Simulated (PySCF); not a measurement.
**Optical rotation: `N#C[C@]1(F)C[C@H](C)[Se]1`, C$_{5}$H$_{6}$FNSe**

Cartesian coordinates in Å; atom numbers follow the order of the lines, from 1:
```xyz
14

C     1.304   -1.072   -0.523
C     0.634   -0.502    0.707
C     0.112    0.931    0.538
C    -1.368    0.637    0.278
F    -2.221    1.417    1.003
C    -1.737    0.601   -1.110
N    -1.977    0.530   -2.226
Se   -1.217   -1.250    1.005
H     2.250   -0.561   -0.693
H     0.675   -0.942   -1.403
H     1.503   -2.134   -0.393
H     1.251   -0.646    1.596
H     0.191    1.501    1.464
H     0.597    1.490   -0.265
```

The calculation used TDDFT CAM-B3LYP/def2-SVPD circular dichroism and optical rotation, one conformer, gas phase (PySCF). Geometry: GFN2-xTB.

The calculation is non-relativistic, which matters for the atoms heavier than Zn.

Stereocentres: C2 S, C4 S.

Q: Give the optical rotatory dispersion at 633, 589.3, 546, 436, 405 nm.

A: [α] in deg dm⁻¹ (g/mL)⁻¹:
| λ (nm) | origin-invariant length gauge | modified velocity gauge | length gauge (centre of mass) | isotropic polarisability (au) |
| --- | --- | --- | --- | --- |
| 633 | -102.4 | -108.6 | -102.9 | 90.3 |
| 589.3 | -131.1 | -139.6 | -131.7 | 90.7 |
| 546 | -175.2 | -187.6 | -175.9 | 91.2 |
| 436 | -547.8 | -597.4 | -548.7 | 93.4 |
| 405 | -970.0 | -1064.9 | -970.7 | 94.4 |

The shortest wavelength is close to the first absorption, where this undamped response comes out too large.

Q: And for the mirror image at 589.3 nm?

A: +131.1 deg dm⁻¹ (g/mL)⁻¹ (origin-invariant length gauge): the same size and the opposite sign.

Q: What is the molar rotation [Φ] = [α]·M/100 of the geometry above at 589.3 nm?

A: With M = 178.08 g/mol, -233.5 deg cm² dmol⁻¹ (origin-invariant length gauge).

The first excitation lies at 3.56 eV (348 nm) with R = -9.7 × 10⁻⁴⁰ esu² cm² (velocity form).
